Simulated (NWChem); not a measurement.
Program: NWChem. System: HBrPb, charge 0, spin multiplicity 1, at a geometry optimised with PBE0/def2-SVP with def2 effective core potentials on Pb. The structure started from a generated list of species. Level: EOM-CCSD/def2-SVPD with def2 effective core potentials on Pb, 13 core orbitals frozen.

Output (cleaned and shortened):

```
             Northwest Computational Chemistry Package (NWChem) 7.3.0
             --------------------------------------------------------

                                NWChem Input Module
                                -------------------

 Scaling coordinates for geometry "geometry" by  1.889725989
 (inverse scale =  0.529177249)

 Turning off AUTOSYM since
 SYMMETRY directive was detected!

                             Geometry "geometry" -> ""
                             -------------------------

 Output coordinates in angstroms (scale by  1.889725989 to convert to a.u.)

  No.       Tag          Charge          X              Y              Z
 ---- ---------------- ---------- -------------- -------------- --------------
    1 Pb                  82.0000    -0.53568600     0.56795900     0.00000000
    2 H                    1.0000     0.76318100     1.90015200     0.00000000
    3 Br                  35.0000     1.23323100    -1.38493700     0.00000000

 Effective nuclear repulsion energy (a.u.)     605.2891988001

            Nuclear Dipole moment (a.u.)
            ----------------------------
        X                 Y               Z
 ---------------- ---------------- ----------------
     0.0000264562    -0.0000094486     0.0000000000

      Symmetry information
      --------------------

 Group name             Cs
 Group number              2
 Group order               2
 No. of unique centers     3

      Symmetry unique atoms

     1    2    3


 Summary of "ao basis" -> "" (spherical)
 ------------------------------------------------------------------------------
       Tag                 Description            Shells   Functions and Types
 ---------------- ------------------------------  ------  ---------------------
 *                         def2-svpd                  on all atoms

 Summary of "ao basis" -> "ao basis" (spherical)
 ------------------------------------------------------------------------------
       Tag                 Description            Shells   Functions and Types
 ---------------- ------------------------------  ------  ---------------------
 Pb                        def2-svpd                12       32   5s4p3d
 H                         def2-svpd                 4        8   2s2p
 Br                        def2-svpd                15       41   6s5p4d

                                 NWChem SCF Module
                                 -----------------

  ao basis        = "ao basis"
[...]
    32a'  (alpha) ---    29a'  (alpha)        0.1179059747
    30a"  (alpha) ---    28a"  (alpha)        0.8680731883

 Doubles contributions
    30a"  (alpha)    30a"  (beta ) ---    28a"  (alpha)    28a"  (beta )       -0.1681137002
 ------------------

 Excited state root  2
 Excitation energy / hartree =        0.178655966709058
                   / eV      =        4.861478275748595
 largest EOMCCSD amplitudes: R1 and R2

 Singles contributions
    31a'  (alpha) ---    26a'  (alpha)        0.1104338768
    31a'  (alpha) ---    27a'  (alpha)       -0.1860392089
    31a'  (alpha) ---    29a'  (alpha)       -0.7144612269
    32a'  (alpha) ---    27a'  (alpha)        0.1307754925
    32a'  (alpha) ---    29a'  (alpha)        0.3876210771
    40a'  (alpha) ---    29a'  (alpha)       -0.1714664815
    30a"  (alpha) ---    28a"  (alpha)       -0.2312562712

 Doubles contributions

 =========================================
 Excited-state calculation ( a"  symmetry)
 =========================================
 Dim. of EOMCC iter. space      500

 EOMCCSD SOLVER TYPE  1
  maxdiff =   0.38181653855787917

 No. of initial right vectors    2

 EOM-CCSD right-hand side iterations
 --------------------------------------------------------------
      Residuum       Omega / hartree  Omega / eV    Cpu    Wall
 --------------------------------------------------------------

 Iteration   1 using    2 trial vectors
   0.3937034137697   0.1834390700000    4.99163
   0.4733855494331   0.2640212531272    7.18439     1.4     1.4

 Iteration   2 using    4 trial vectors
   0.1112290189587   0.1104911866818    3.00662
   0.1062137270845   0.1643333979246    4.47174     1.2     1.2

 Iteration   3 using    6 trial vectors
   0.0423305083926   0.1049346375688    2.85542
   0.0364438385389   0.1595355611735    4.34119     1.2     1.2

 Iteration   4 using    8 trial vectors
   0.0194790698245   0.1035138873132    2.81676
   0.0137984534100   0.1585257064212    4.31371     1.2     1.2

 Iteration   5 using   10 trial vectors
   0.0108974300818   0.1030450046022    2.80400
   0.0055863743680   0.1582827733970    4.30710     1.2     1.2

 Iteration   6 using   12 trial vectors
   0.0071896399902   0.1029062459906    2.80022
   0.0024288372492   0.1582464532644    4.30611     1.2     1.2

 Iteration   7 using   14 trial vectors
   0.0046154009247   0.1028262248632    2.79805
   0.0016987368941   0.1582298085321    4.30565     1.2     1.2

 Iteration   8 using   16 trial vectors
   0.0020357880202   0.1028230382896    2.79796
   0.0013514870160   0.1582263413697    4.30556     1.2     1.2

 Iteration   9 using   18 trial vectors
   0.0007670228678   0.1028220119873    2.79793
   0.0007265128035   0.1582297525491    4.30565     1.3     1.3

 Iteration  10 using   20 trial vectors
   0.0002809525273   0.1028164330495    2.79778
   0.0002962915138   0.1582289341576    4.30563     1.3     1.3

 Iteration  11 using   22 trial vectors
   0.0001056847159   0.1028148164059    2.79773
   0.0001211109006   0.1582296525915    4.30565     1.3     1.3

 Iteration  12 using   24 trial vectors
   0.0000402022489   0.1028141586623    2.79772
   0.0000506716445   0.1582296001094    4.30565     1.3     1.3

 Iteration  13 using   26 trial vectors
   0.0000140136893   0.1028140052152    2.79771
   0.0000239660894   0.1582295438152    4.30565     1.3     1.3

 Iteration  14 using   28 trial vectors
   0.0000046547994   0.1028140128302    2.79771
   0.0000109675426   0.1582295458307    4.30565     1.3     1.3

 Iteration  15 using   29 trial vectors
   0.0000046387086   0.1028140124763    2.79771
   0.0000048596414   0.1582295331566    4.30565     0.7     0.7
 --------------------------------------------------------------
 Iterations converged
 ------------------

 Excited state root  1
 Excitation energy / hartree =        0.102814012476301
                   / eV      =        2.797712818122968
 largest EOMCCSD amplitudes: R1 and R2

 Singles contributions
    30a"  (alpha) ---    26a'  (alpha)        0.1255525741
    30a"  (alpha) ---    29a'  (alpha)       -0.9040342438

 Doubles contributions
 ------------------

 Excited state root  2
 Excitation energy / hartree =        0.158229533156607
                   / eV      =        4.305646501442511
 largest EOMCCSD amplitudes: R1 and R2

 Singles contributions
    30a"  (alpha) ---    27a'  (alpha)       -0.9044408094
    39a"  (alpha) ---    27a'  (alpha)        0.1023508589

 Doubles contributions

 Task  times  cpu:       58.1s     wall:       58.1s

 Total times  cpu:       58.1s     wall:       58.1s
```

Question: Write an NWChem input that would produce this output.

Answer: One answer among several that fit: 
```
start mol
memory heap 100 mb stack 700 mb global 1900 mb
geometry units angstroms nocenter noautoz
  Pb    -0.535686     0.567959     0.000000
  H      0.763181     1.900152     0.000000
  Br     1.233231    -1.384937     0.000000
  symmetry group Cs
end
basis spherical
  * library def2-svpd
end
ecp
  Pb library def2-ecp
end
scf
  rhf
  nopen 0
  maxiter 100
  thresh 1e-7
  semidirect memsize 60000000 filesize 0
end
tce
  freeze core 13
  ccsd
  nroots 2
  2eorb
  2emet 13
  thresh 1e-5
  maxiter 200
  tilesize 24
end
task tce energy
```
